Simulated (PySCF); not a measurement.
Job file and geometry (Å, from GFN2-xTB) of an NMR shielding run on `C=C([SiH2]OC(C)=S)C(=O)O`, C5H8O3SSi, PySCF, GIAO PBE0/pcSseg-1 NMR shielding, non-relativistic, gas phase; density fitting, a coarse starting grid and PySCF grid level 2 are the driver's defaults:

```
$ OMP_NUM_THREADS=1 python probes_run.py task.json out

{"job": {"kind": "nmr", "xc": "PBE0", "basis": "pcSseg-1"}, "charge": 0, "multiplicity": 1}
C     -2.466718    -1.185946     0.669185
C     -1.662393    -0.520758    -0.152376
Si    -0.062552    -1.164533    -0.916612
O      1.034038    -0.099988    -0.283161
C      2.325064    -0.094926    -0.534447
C      3.079854     1.027071     0.093031
S      3.024166    -1.234088    -1.458466
C     -1.995514     0.820971    -0.649114
O     -1.357280     1.350056    -1.529855
O     -3.045460     1.417604    -0.072986
H     -3.390549    -0.761135     1.030358
H     -2.222649    -2.179237     1.005795
H      0.219422    -2.498045    -0.391529
H     -0.060441    -1.099773    -2.368629
H      2.905737     1.033622     1.168798
H      4.141495     0.930997    -0.111193
H      2.711911     1.972958    -0.304941
H     -3.186889     2.291467    -0.470275
```

Problem. Write the output of this run.

Solution. 
```
coarse grid: 16896 points
cycle   1  E = -1107.6166653290  dE =  1.730e+00  |g| = 1.087e+00  |ddm| = 4.057e+00
cycle   2  E = -1107.2136165529  dE =  4.030e-01  |g| = 1.830e+00  |ddm| = 2.265e+00
cycle   3  E = -1107.8193508764  dE = -6.057e-01  |g| = 3.402e-01  |ddm| = 1.663e+00
cycle   4  E = -1107.8406447786  dE = -2.129e-02  |g| = 9.205e-02  |ddm| = 3.009e-01
cycle   5  E = -1107.8419243822  dE = -1.280e-03  |g| = 3.236e-02  |ddm| = 7.883e-02
cycle   6  E = -1107.8421574799  dE = -2.331e-04  |g| = 8.172e-03  |ddm| = 3.397e-02
cycle   7  E = -1107.8421708348  dE = -1.335e-05  |g| = 4.281e-03  |ddm| = 1.199e-02
cycle   8  E = -1107.8421751661  dE = -4.331e-06  |g| = 1.072e-03  |ddm| = 4.883e-03
final grid: 156312 points
cycle   9  E = -1107.9330260603  dE = -1.968e-05  |g| = 1.440e-02  |ddm| = 2.719e-02
cycle  10  E = -1107.9329599689  dE =  6.609e-05  |g| = 2.342e-02  |ddm| = 2.687e-02
cycle  11  E = -1107.9330639494  dE = -1.040e-04  |g| = 2.993e-03  |ddm| = 1.818e-02
cycle  12  E = -1107.9330655951  dE = -1.646e-06  |g| = 4.964e-04  |ddm| = 2.281e-03
cycle  13  E = -1107.9330656358  dE = -4.070e-08  |g| = 1.485e-04  |ddm| = 4.503e-04
cycle  14  E = -1107.9330656405  dE = -4.733e-09  |g| = 4.870e-05  |ddm| = 1.650e-04
cycle  15  E = -1107.9330656410  dE = -4.306e-10  |g| = 1.945e-05  |ddm| = 6.119e-05
converged SCF energy = -1107.9330656410

GIAO shielding tensors (ppm)
atom      isotropic    diamagn.    paramagn.     s11        s22        s33       span
  0 C       34.883     251.869    -216.986    -94.661     32.949    166.362    261.023
  1 C       41.264     264.560    -223.295    -65.420     40.447    148.766    214.187
  2 Si     383.407     882.438    -499.032    370.557    376.269    403.394     32.837
  3 O       66.289     406.621    -340.332   -140.434    116.522    222.778    363.212
  4 C      -47.051     249.341    -296.391   -231.566     -1.425     91.838    323.404
  5 C      149.854     247.894     -98.040    124.233    135.927    189.402     65.169
  6 S       14.998    1056.956   -1041.957   -402.776    -65.527    513.298    916.075
  7 C       13.661     251.070    -237.409    -85.898     47.446     79.436    165.334
  8 O     -118.316     405.635    -523.950   -363.495   -245.991    254.538    618.032
  9 O      140.176     390.564    -250.389     -9.522    171.216    258.833    268.354
 10 H       24.386      29.659      -5.273     20.962     23.623     28.573      7.611
 11 H       24.874      31.138      -6.264     21.005     24.410     29.206      8.200
 12 H       26.682      31.080      -4.398     22.691     26.207     31.147      8.456
 13 H       26.215      30.024      -3.809     23.314     25.203     30.127      6.814
 14 H       29.101      29.720      -0.619     25.385     28.287     33.631      8.246
 15 H       28.746      27.700       1.045     24.263     29.280     32.695      8.433
 16 H       28.936      29.341      -0.405     25.226     28.256     33.325      8.099
 17 H       25.455      30.073      -4.618     20.346     22.407     33.611     13.265
```

Problem. Turn these shieldings into chemical shifts. References, each an isolated molecule treated in the same way: 13C (σ = 186.93 ppm) and 29Si (σ = 349.16 ppm) and 1H (σ = 31.72 ppm) vs TMS; 17O (σ = 336.08 ppm) against H2O; 33S (σ = 503.73 ppm) against CS2.

Solution. Averaging equivalent atoms: C 4: 234.0; C 7: 173.3; C 0: 152.0; C 1: 145.7; C 5: 37.1; Si 2: -34.2; O 8: 454.4; O 3: 269.8; O 9: 195.9; S 6: 489; H 10: 7.33; H 11: 6.84; H 17: 6.26; H 12/13: 5.27; H 14/15/16: 2.79 ppm. Unscaled 17O shifts of doubly bonded oxygen tend to come out too high, by tens of ppm or more. Experimental scales use liquid or dissolved standards, which lie at an offset from isolated H2O (liquid H2O: subtract about 36 ppm).

Size and cost of the density-fitted run: 224 basis functions, 110 s wall time on 1 thread of an Arm Neoverse N1, shared host; peak memory 1 GiB.
